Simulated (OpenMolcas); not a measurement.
# Levels of Te V by method

```json
{
  "Program": "OpenMolcas 26.06",
  "Basis": "ANO-RCC-VTZP [7s6p4d2f1g]",
  "Scalar Hamiltonian": "DKH2, point nucleus",
  "Active space": "2 electrons in 4 orbitals (5s 5p)",
  "State averaging": "2S+1 = 3 even, 3 roots; 2S+1 = 1 even, 7 roots; 2S+1 = 3 odd, 3 roots; 2S+1 = 1 odd, 3 roots",
  "Spin-orbit coupling": "RASSI with atomic mean-field integrals over the reference wave functions, term energies averaged over their components"
}
```

Methods on the same reference wave functions:
A. CASSCF
B. SS-CASPT2, IPEA 0.25 Eh, imaginary shift 0.1 Eh (closed shells correlated: 4d)
C. MS-CASPT2, IPEA 0.25 Eh, imaginary shift 0.1 Eh (closed shells correlated: 4d)
D. XMS-CASPT2, IPEA 0.25 Eh, imaginary shift 0.1 Eh (closed shells correlated: 4d)

Energies in cm-1 above 5s2 1S0, the measured ground level; measured values from Moore, Atomic Energy Levels, vol. III, NSRDS-NBS 35 (1971 reprint of NBS Circular 467, 1958).

| Level | A | B | C | D | Measured |
| --- | --- | --- | --- | --- | --- |
| 5s2 1S0 | 0.0 | 0.0 | 0.0 | 0.0 | 0.0 |
| 5s 5p 3P* 0 | 70175 | 74590 | 75150 | 76190 |  |
| 5s 5p 3P* 1 | 73072 | 77310 | 77870 | 78890 |  |
| 5s 5p 3P* 2 | 80074 | 84490 | 85050 | 86080 |  |
| 5s 5p 1P* 1 | 118928 | 109320 | 109880 | 110240 | 111707 |
| 5p2 3P0 | 173665 | 175500 | 176060 | 176930 | 176248 |
| 5p2 3P1 | 178632 | 181000 | 181560 | 182500 | 182419 |
| 5p2 1S0 | 218972 | 211470 | 212600 | 212580 |  |

Deviations, from unrounded energies. A percentage is the sum of absolute deviations over the sum of measured energies, with the sign that they share, or ± where signs differ.

```csv
Against measurement,Levels,A,B,C,D
mean absolute deviation (cm-1),3,4500,1500,960,740
other configurations (%),3,±2.9,-1.0,-0.6,±0.5
```

D lies closest to measurement on these levels and A furthest from it. The largest miss of D in the table is 5s 5p 1P* 1, by -1500 cm-1. The ranking rests on the paired levels alone, and a cruder setting can come out closer through cancelling errors.

Among B to D the level of the table that moves most is 5s 5p 3P* 0, by 1600 cm-1 (lowest in B, highest in D). Moves below CASPT2's spread within the term are not significant.

The lowest spin-free term lies below A's lowest term by 0.413 hartree in B, 0.415 hartree in C, 0.422 hartree in D.

CASPT2 breaks the degeneracy within a term, and the mean is taken; among the terms shown or strongly mixed into the levels shown the widest spread is 46 cm-1 (5s 5p 1P*, D). Over all roots computed the reference weight is 0.90 to 0.95 in B, 0.90 to 0.95 in C, 0.81 to 0.95 in D; the roots of lowest weight are the least certain, and an intruder state may touch them. The ¹D term of p² mixes with s d, which this space lacks. Measured partners are found by configuration, term and J. A level has none where our copy of the source lacks it or the pairing is in doubt (some pairs that miss far off the trend of their configuration count as doubtful), and it then counts in no deviation. Levels of configurations outside the active space are missing. The table leaves out levels that lie high or whose names do not pair safely across all columns.

* marks odd parity.
